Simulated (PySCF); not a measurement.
C3H7FSi, SMILES F[SiH2]C1CC1.

Geometry optimised at PBE-D3(BJ)/def2-SVP. This is a generated structure with no PubChem entry under its InChIKey; it may be hypothetical. Other conformers were not sampled.

Two levels are set side by side: TDA-PBE/def2-SVPD (PySCF) and TDA-M06-2X/def2-SVPD (PySCF). Vertical, same geometry. The lowest singlet is HOMO→LUMO 98 % with PBE and HOMO→LUMO 86 % with the other functional; states are paired by order. Differences are taken from unrounded values.

```
quantity                              TDA-M06-2X  TDA-PBE  TDA-PBE minus TDA-M06-2X
------------------------------------  ----------  -------  ------------------------
lowest singlet excitation (eV)              7.68     6.73                     -0.95
lowest triplet excitation (TDA) (eV)        7.45     6.48                     -0.97
```

Functionals without exact exchange tend to place singlet excitations lower, as here. Differences between two approximate levels are no errors against the true value.

Rough cost on one machine, each run with all the roots and properties that it gave: TDA-M06-2X against TDA-PBE about 8 times.
